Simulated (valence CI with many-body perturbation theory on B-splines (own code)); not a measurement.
## Energy levels of Ta23+

Level of theory: relativistic CI+MBPT: four valence electrons over a frozen Dirac-Fock core [Kr] 4d10, radial functions for each j: 8 s, 8 p, 9 d, 9 f, 6 g, 3 h, 2 i, with the one-electron correlation potential Σ1 (screened to all orders), the two-electron term Σ2, the three-electron term Σ3, Breit, model QED; selected single and double excitations, second order for the rest (own B-spline code, finite nucleus).

No measured levels were compared; by estimate terms of the open shell hold to a few per cent of their energy, and close levels can change places. Core correlation moves these levels by up to 3700 cm⁻¹, and in measured spectra 5 to 20 % of such shifts remained as error; rates that hang on mixing are uncertain with them. Only levels of the ground parity were solved; by the run's estimate the other parity begins above the list, which can be wrong where configurations are misplaced.

Levels 1 to 45 of 63, with energies above the lowest level, 4f⁴ ⁵I_4. "Leading %" is the weight of the configuration and term that name the level; weights of strongly mixed levels are sums over their largest components and can fall short. In the jj column 3d3/2^4 stands for four electrons in 3d with j = 3/2. Lifetimes count E1, E2, E3, M1 and M2 decay at the calculated energies, and are blank where another channel may lead or the interval is too uncertain; long ones can be off by a factor of two.

| No. | Configuration | Term | J | E (cm⁻¹) | Leading % | Lifetime | g | Leading jj |
| --- | --- | --- | --- | --- | --- | --- | --- | --- |
| 1 | 4f⁴ | ⁵I | 4 | 0.0 | 84 |  | 0.634 | 4f5/2^4 (56 %) |
| 2 | 4f⁴ | ⁵I | 5 | 12404 | 92 | 9.41 ms | 0.908 | 4f5/2^3 4f7/2 (77 %) |
| 3 | 4f⁴ | ⁵I | 6 | 23251 | 90 | 11.5 ms | 1.057 | 4f5/2^2 4f7/2^2 (61 %) |
| 4 | 4f⁴ | ⁵I | 7 | 32295 | 78 | 23.9 ms | 1.140 | 4f5/2^2 4f7/2^2 (47 %) |
| 5 | 4f⁴ | ⁵F | 2 | 34013 | 43 | 64.9 s | 0.971 | 4f5/2^4 (73 %) |
| 6 | 4f⁴ | ⁵F | 1 | 38098 | 81 | 266 ms | 0.103 | 4f5/2^3 4f7/2 (87 %) |
| 7 | 4f⁴ | ⁵I | 8 | 40017 | 62 | 67.8 ms | 1.187 | 4f5/2^2 4f7/2^2 (40 %) |
| 8 | 4f⁴ | ³G | 4 | 41107 | 28 | 3.25 ms | 1.034 | 4f5/2^3 4f7/2 (53 %) |
| 9 | 4f⁴ | ⁵F | 3 | 44494 | 71 | 21.9 ms | 1.166 | 4f5/2^3 4f7/2 (79 %) |
| 10 | 4f⁴ | ⁵S | 2 | 48156 | 36 | 66.7 ms | 1.298 | 4f5/2^3 4f7/2 (54 %) |
| 11 | 4f⁴ | ⁵G | 2 | 48575 | 47 | 20.5 ms | 0.972 | 4f5/2^3 4f7/2 (78 %) |
| 12 | 4f⁴ | ⁵G | 3 | 51144 | 58 | 8.87 ms | 0.917 | 4f5/2^3 4f7/2 (92 %) |
| 13 | 4f⁴ | ³K | 6 | 52155 | 87 | 2.58 ms | 0.880 | 4f5/2^2 4f7/2^2 (54 %) |
| 14 | 4f⁴ | ⁵F | 5 | 56024 | 37 | 5.83 ms | 1.233 | 4f5/2^2 4f7/2^2 (48 %) |
| 15 | 4f⁴ | ³L | 7 | 56107 | 49 | 3.13 ms | 0.971 | 4f5/2^3 4f7/2 (55 %) |
| 16 | 4f⁴ | ⁵F | 4 | 57437 | 68 | 3.67 ms | 1.220 | 4f5/2^2 4f7/2^2 (73 %) |
| 17 | 4f⁴ | ³M | 8 | 60904 | 35 | 4.71 ms | 1.024 | 4f5/2^3 4f7/2 (61 %) |
| 18 | 4f⁴ | ⁵G | 4 | 67464 | 67 | 2.00 ms | 1.047 | 4f5/2^2 4f7/2^2 (79 %) |
| 19 | 4f⁴ | ⁵F | 5 | 69082 | 47 | 3.98 ms | 1.250 | 4f5/2^2 4f7/2^2 (49 %) |
| 20 | 4f⁴ | ³D | 2 | 69257 | 30 | 2.26 ms | 1.164 | 4f5/2^2 4f7/2^2 (71 %) |
| 21 | 4f⁴ | ³G | 3 | 69829 | 57 | 2.83 ms | 0.865 | 4f5/2^2 4f7/2^2 (85 %) |
| 22 | 4f⁴ | ³P | 1 | 74842 | 57 | 2.76 ms | 1.032 | 4f5/2^2 4f7/2^2 (85 %) |
| 23 | 4f⁴ | ¹D | 2 | 77127 | 38 | 2.76 ms | 1.029 | 4f5/2^2 4f7/2^2 (60 %) |
| 24 | 4f⁴ | ⁵G | 5 | 78576 | 56 | 3.43 ms | 1.147 | 4f5/2^2 4f7/2^2 (60 %) |
| 25 | 4f⁴ | ³L | 8 | 79051 | 59 | 5.77 ms | 0.999 | 4f5/2^2 4f7/2^2 (89 %) |
| 26 | 4f⁴ | ³P | 0 | 79333 | 63 | 91.3 ms |  | 4f5/2^2 4f7/2^2 (49 %) |
| 27 | 4f⁴ | ⁵G | 6 | 79766 | 58 | 4.62 ms | 1.247 | 4f5/2^2 4f7/2^2 (55 %) |
| 28 | 4f⁴ | ³M | 9 | 80275 | 57 | 5.37 ms | 1.052 | 4f5/2^2 4f7/2^2 (96 %) |
| 29 | 4f⁴ | ³K | 7 | 80332 | 49 | 1.56 ms | 0.963 | 4f5/2 4f7/2^3 (62 %) |
| 30 | 4f⁴ | ³I | 5 | 81059 | 52 | 2.77 ms | 0.924 | 4f5/2^3 4f7/2 (55 %) |
| 31 | 4f⁴ | ³F | 4 | 81085 | 56 | 2.78 ms | 1.199 | 4f5/2^2 4f7/2^2 (74 %) |
| 32 | 4f⁴ | ³D | 3 | 81188 | 52 | 5.14 ms | 1.259 | 4f5/2^2 4f7/2^2 (79 %) |
| 33 | 4f⁴ | ³P | 0 | 82726 | 57 | 13.1 ms |  | 4f5/2^2 4f7/2^2 (80 %) |
| 34 | 4f⁴ | ³K | 8 | 84093 | 38 | 2.07 ms | 1.034 | 4f5/2^2 4f7/2^2 (51 %) |
| 35 | 4f⁴ | ³H | 6 | 87002 | 39 | 11.0 ms | 1.141 | 4f5/2^2 4f7/2^2 (60 %) |
| 36 | 4f⁴ | ³F | 2 | 87175 | 55 | 1.31 ms | 0.717 | 4f5/2^2 4f7/2^2 (87 %) |
| 37 | 4f⁴ | ⁵D | 1 | 87606 | 85 | 21.8 ms | 1.495 | 4f5/2^3 4f7/2 (78 %) |
| 38 | 4f⁴ | ³G | 4 | 89797 | 54 | 1.72 ms | 1.045 | 4f5/2 4f7/2^3 (67 %) |
| 39 | 4f⁴ | ³I | 7 | 93576 | 71 | 4.20 ms | 1.099 | 4f5/2^2 4f7/2^2 (72 %) |
| 40 | 4f⁴ | ³H | 6 | 93992 | 42 | 2.21 ms | 1.097 | 4f5/2^2 4f7/2^2 (47 %) |
| 41 | 4f⁴ | ⁵D | 2 | 94378 | 78 | 8.56 ms | 1.459 | 4f5/2^2 4f7/2^2 (57 %) |
| 42 | 4f⁴ | ³F | 4 | 95563 | 36 | 6.85 ms | 1.140 | 4f5/2^3 4f7/2 (62 %) |
| 43 | 4f⁴ | ³M | 10 | 96161 | 89 | 20.2 ms | 1.086 | 4f5/2^2 4f7/2^2 (62 %) |
| 44 | 4f⁴ | ³F | 3 | 98724 | 37 | 2.13 ms | 1.246 | 4f5/2 4f7/2^3 (55 %) |
| 45 | 4f⁴ | ³D | 1 | 99731 | 54 | 1.44 ms | 0.858 | 4f5/2 4f7/2^3 (94 %) |

Names give the largest LS component (configuration and term), which can be under half, so a name can repeat, a term be missing and a line seem to break the LS rules; names also repeat where a configuration has a term twice.

Where two levels of one J and parity lie close, their mixing, g and order are uncertain.

The ionisation energy to 4f³ ⁴I°9/2 of the next ion comes out as 679.49 eV (NIST: 700 ± 30 eV (theoretical)). All 63 levels together are meant to be complete up to 126720 cm⁻¹.
